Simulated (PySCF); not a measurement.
**Electronic structure of Cu (copper, neutral) at the UHF level**

Configuration: [Ar] 3d10 4s1, 2S determinant. All numbers are calculated (PySCF 2.14, scalar relativity by spin-free X2C-1e, in aug-cc-pwCVTZ-DK with one added diffuse shell each of s, p, d, f, g type (11s10p8d5f4g, 152 functions)).

```
Total energy                        : -1653.149685 hartree
One-electron energy                 : -2307.7259 hartree
Hartree (Coulomb) energy            : 721.1566 hartree
Exchange energy                     : -66.5804 hartree
⟨S²⟩                                : 0.7522
⟨L²⟩                                : 0.000
Sum of ⟨r⟩                          : 20.98 bohr
Sum of ⟨r²⟩                         : 31.71 bohr²
Langevin diamagnetic susceptibility : -25.1 ×10⁻⁶ cm³/mol
```

| shell | electrons | mean orbital energy (eV) | rms radius, mean of both spins (bohr) |
| --- | --- | --- | --- |
| 1s α | 1 | -9047.0 | 0.0601 |
| 1s β | 1 | -9046.9 | 0.0601 |
| 2s β | 1 | -1133.5 | 0.254 |
| 2s α | 1 | -1133.5 | 0.254 |
| 2p β | 3 | -974.21 | 0.228 |
| 2p α | 3 | -974.13 | 0.228 |
| 3s α | 1 | -140.27 | 0.766 |
| 3s β | 1 | -140.26 | 0.766 |
| 3p β | 3 | -91.559 | 0.819 |
| 3p α | 3 | -91.400 | 0.819 |
| 3d β | 5 | -13.117 | 1.17 |
| 3d α | 5 | -12.993 | 1.17 |
| 4s α | 1 | -6.695 | 3.53 |

Densities and radii are taken from the X2C orbitals without a picture-change correction, which distorts them close to the nucleus.

Spin-orbit constants ζ (cm⁻¹) from the X2C one-electron operator on these orbitals: bare nucleus, nucleus screened by l(l+1)(2l+1)/3 electrons, and screened by the Breit-Pauli mean field of the electrons.

```tsv
shell	bare	screened nucleus	mean field
2p	115300	107300	n/a
3p	14080	13110	n/a
3d	1242	814.0	n/a
```
